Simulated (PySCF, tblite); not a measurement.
Isomers of C5H4F2. Level: GFN2-xTB in tblite, geometry and Hessian alike; calculated harmonic values, unscaled, isolated species. Errors from tens to a few hundred cm⁻¹ against measured bands are possible. One conformer each.

Electronic energies: PBE0/pcSseg-1 single points on the GFN2-xTB geometries (PySCF, gas phase).

| SMILES | electronic energy, lowest = 0 (kJ/mol) |
| --- | --- |
| C/C(F)=C1C=C/1F | 225.5 |
| FC1=C(F)CC=C1 | 0.0 |
| C=C=C=CC(F)F | 125.2 |

How do GFN2-xTB zero-point energies change the relative energies?

```
         SMILES  ZPE (kJ/mol)  of it from modes above 1550 cm⁻¹  electronic (kJ/mol)  with ZPE, lowest = 0 (kJ/mol)  lowest mode (cm⁻¹)  rings
  FC1=C(F)CC=C1         196.7                              93.1                  0.0                            0.0                 212      1
   C=C=C=CC(F)F         185.8                              96.0                125.2                          114.2                  32      0
C/C(F)=C1C=C/1F         189.3                              96.3                225.5                          218.1                 116      1
```

The zero-point energies span 10.9 kJ/mol, from `C=C=C=CC(F)F` to `FC1=C(F)CC=C1`. The order is unchanged.

And how do the electronic energies of GFN2-xTB itself compare?

`FC1=C(F)CC=C1` 0.0; `C=C=C=CC(F)F` 172.5; `C/C(F)=C1C=C/1F` 230.4 kJ/mol, lowest = 0. Against the energies above, taken from the same isomer `FC1=C(F)CC=C1`, the largest difference is 47.3 kJ/mol.
